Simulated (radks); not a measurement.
The numbers below are computed, except where a source is named.
All-electron atom: Eu38+ in [Ar] 3d7.

Code: a radial shooting solver on a logarithmic mesh with Libxc functionals. Model: scalar-relativistic Kohn-Sham, BLYP, spin-polarised, spherical densities, finite nucleus; open shells are filled with parallel spins first (spin-orbit coupling, left out, can overturn this in heavy ions); Fermi nuclear charge, rms radius 5.1115 fm.

Energy parts (hartree):
total: -9845.8535
kinetic: 10608.5027
electron-nucleus: -22168.8050
Hartree: 1893.4040
exchange-correlation: -178.9552

Orbitals (lengths in bohr, moments of r in powers of bohr):
| orbital | occ. | eigenvalue (hartree) | <r^2> | <r> | <1/r> |
|---|---|---|---|---|---|
| 1s up | 1 | -1844.874 | 0.0006791 | 0.02232 | 70.22 |
| 1s down | 1 | -1844.869 | 0.0006791 | 0.02232 | 70.22 |
| 2s up | 1 | -357.8145 | 0.01059 | 0.09476 | 16.33 |
| 2s down | 1 | -357.4106 | 0.01058 | 0.09470 | 16.35 |
| 2p up | 3 | -326.3043 | 0.008504 | 0.08352 | 15.28 |
| 2p down | 3 | -325.9910 | 0.008489 | 0.08345 | 15.30 |
| 3s up | 1 | -123.9433 | 0.06591 | 0.2405 | 6.230 |
| 3s down | 1 | -123.4935 | 0.06609 | 0.2408 | 6.216 |
| 3p up | 3 | -114.1531 | 0.06477 | 0.2368 | 5.894 |
| 3p down | 3 | -113.6936 | 0.06499 | 0.2372 | 5.879 |
| 3d up | 5 | -102.0468 | 0.05236 | 0.2122 | 5.612 |
| 3d down | 2 | -101.4816 | 0.05263 | 0.2127 | 5.602 |

The highest occupied level is 3d down at -2761.5 eV. The density falls to 0.001 e/bohr^3 at r = 0.76 bohr. Spin moment in Bohr magnetons: 3. The electron density at the nucleus is 6.04e+05 e/bohr^3 (large components only).
